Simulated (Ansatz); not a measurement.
Species: YF₂ (charge +1, singlet). 
Geometry from a B3LYP-D3(BJ)/def2-TZVP (Ansatz, an electronic-structure program) optimisation:
```
Y
F 1 1.9202
F 1 1.9202 2 111.88
```
Charge +1, spin multiplicity 1.

Quantity: vertical electron affinity (to the doublet state of charge +0; a negative value means that the extra electron is unbound and the number depends on the basis; each state is the SCF solution reached for its spin), in eV. Valence correlation only, unless marked. UHF or UKS for open shells. No spin-orbit coupling. Frozen are the shells of the preceding noble gas and the d and f shells that filled before the atom's block. Past Kr the def2 sets carry scalar-relativistic core potentials. CBS marks a two-point X^-3 extrapolation of the correlation energy; Hartree-Fock from the larger set. The bracket is a focal-point correction in the basis named.

| level | program | vertical electron affinity (eV) |
|---|---|---|
| HF/def2-SVPD | Ansatz | 6.17 |
| SVWN5/def2-TZVPD | Ansatz | 6.63 |

### Question
Predict the RI-MP2/CBS(def2-TZVPPD,def2-QZVPPD)+[CCSD(T)-MP2]/def2-TZVPPD result (Ansatz).

### Answer
6.16 eV
